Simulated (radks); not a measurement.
Pm I, 61 electrons, occupied as [Xe] 4f5 6s2.

All-electron calculation, scalar-relativistic Kohn-Sham, PW91, spin-polarised, spherical densities, point nucleus; open shells are filled with parallel spins first (spin-orbit coupling, left out, can overturn this in heavy ions). Program: a radial shooting solver on a logarithmic mesh with Libxc functionals.

Energy parts (hartree):
| part | energy |
|---|---|
| total | -10021.9298 |
| kinetic | 10690.0224 |
| electron-nucleus | -24369.1055 |
| Hartree | 3887.1958 |
| exchange-correlation | -230.0425 |

Orbitals (lengths in bohr, moments of r in powers of bohr):
| orbital | occ. | eigenvalue (hartree) | <r^4> |
|---|---|---|---|
| 1s up | 1 | -1654.760 | 1.417e-06 |
| 1s down | 1 | -1654.760 | 1.417e-06 |
| 2s up | 1 | -269.0199 | 0.0002295 |
| 2s down | 1 | -269.0192 | 0.0002294 |
| 2p up | 3 | -240.2419 | 0.0001696 |
| 2p down | 3 | -240.2415 | 0.0001695 |
| 3s up | 1 | -58.66163 | 0.009093 |
| 3s down | 1 | -58.60925 | 0.009070 |
| 3p up | 3 | -49.62647 | 0.009509 |
| 3p down | 3 | -49.57441 | 0.009479 |
| 3d up | 5 | -37.23738 | 0.007728 |
| 3d down | 5 | -37.19713 | 0.007693 |
| 4s up | 1 | -11.70060 | 0.2292 |
| 4s down | 1 | -11.56367 | 0.2289 |
| 4p up | 3 | -8.73692 | 0.3012 |
| 4p down | 3 | -8.59953 | 0.3012 |
| 4d up | 5 | -4.55200 | 0.4945 |
| 4d down | 5 | -4.41452 | 0.4978 |
| 4f up | 5 | -0.11767 | 8.696 |
| 4f down | 0 | -0.00149 | 86.50 |
| 5s up | 1 | -1.56916 | 7.964 |
| 5s down | 1 | -1.48602 | 8.445 |
| 5p up | 3 | -0.85650 | 16.32 |
| 5p down | 3 | -0.79346 | 17.88 |
| 5d up | 0 | -0.07503 | 376.1 |
| 5d down | 0 | -0.05577 | 611.1 |
| 6s up | 1 | -0.13447 | 718.7 |
| 6s down | 1 | -0.12648 | 810.9 |
| 6p up | 0 | -0.04713 | 2954 |
| 6p down | 0 | -0.04431 | 3379 |

The highest occupied level is 4f up at -3.202 eV. Summed over all electrons, <r^2> = 86.16 bohr^2, which gives a Langevin (diamagnetic) susceptibility term of -68.2 x 10^-6 cm^3/mol. The density falls to 0.001 e/bohr^3 at r = 5.31 bohr. Spin moment in Bohr magnetons: 5. For comparison, the ionisation energy in NIST's Atomic Spectra Database is 5.582 eV (measured). In exact Kohn-Sham theory the highest level is minus the ionisation energy, but local and semilocal functionals leave it too shallow, through self-interaction and a potential that decays too fast; potentials with the right tail come closer.

Run on one thread of a shared host, so times are rough (Arm Neoverse N1): 0.4 s of CPU time, 0.4 s wall, 14 iterations on 2728 mesh points.
